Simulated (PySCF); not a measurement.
InP: a composite coupled-cluster calculation

State: ³Σ⁻, triplet, unpaired electrons π ↑↑. De refers to In + P. ROHF-based CCSD(T) in PySCF 2.14 with In cc-pwCVDZ-PP with ECP28, P aug-cc-pV(D+d)Z and In cc-pwCVTZ-PP with ECP28, P aug-cc-pV(T+d)Z (frozen core orbitals: 9; scalar-relativistic core potentials). Correlation energies are extrapolated as n⁻³ (n = 2, 3), Hartree–Fock as (n+1)·exp(−9√n).

```json
{"Level": "CCSD(T)/DZ", "Re (Å)": "2.6874", "ωe (cm⁻¹)": "238.1", "ωexe (cm⁻¹)": "0.843", "αe (cm⁻¹)": "0.000499", "De (eV)": "1.511"}
{"Level": "CCSD(T)/TZ", "Re (Å)": "2.6508", "ωe (cm⁻¹)": "253.2", "ωexe (cm⁻¹)": "0.881", "αe (cm⁻¹)": "0.000488", "De (eV)": "1.767"}
{"Level": "HF/CBS", "Re (Å)": "2.6582", "ωe (cm⁻¹)": "260.4", "ωexe (cm⁻¹)": "0.784", "αe (cm⁻¹)": "0.000453", "De (eV)": "0.798"}
{"Level": "MP2/CBS", "Re (Å)": "2.6207", "ωe (cm⁻¹)": "264.6", "ωexe (cm⁻¹)": "0.811", "αe (cm⁻¹)": "0.000465", "De (eV)": "1.777"}
{"Level": "CCSD/CBS", "Re (Å)": "2.6356", "ωe (cm⁻¹)": "261.8", "ωexe (cm⁻¹)": "0.855", "αe (cm⁻¹)": "0.000471", "De (eV)": "1.756"}
{"Level": "CCSD(T)/CBS", "Re (Å)": "2.6401", "ωe (cm⁻¹)": "258.3", "ωexe (cm⁻¹)": "0.878", "αe (cm⁻¹)": "0.000480", "De (eV)": "1.872"}
```

Q: How much is left between CCSD(T)/TZ and the basis-set limit, and how much do the triples give at the limit?

A: CCSD(T)/CBS less CCSD(T)/TZ: -10.7 mÅ in Re, +5.1 cm⁻¹ in ωe and +0.105 eV in De. CCSD(T)/CBS less CCSD/CBS: +4.5 mÅ in Re, -3.5 cm⁻¹ in ωe and +0.116 eV in De.

The T1 diagnostic is 0.021. The state was picked by a PBE0 search and need not be the measured ground state. Spin–orbit coupling, excitations beyond (T) and corrections to the Born–Oppenheimer picture are left out, and spin–orbit coupling matters for open p, d or f shells this heavy.

The whole job (state search and all basis sets along the bond) took about 15 min on 4 threads of Intel Xeon Platinum 8488C (shared host), peak memory 14 GiB.
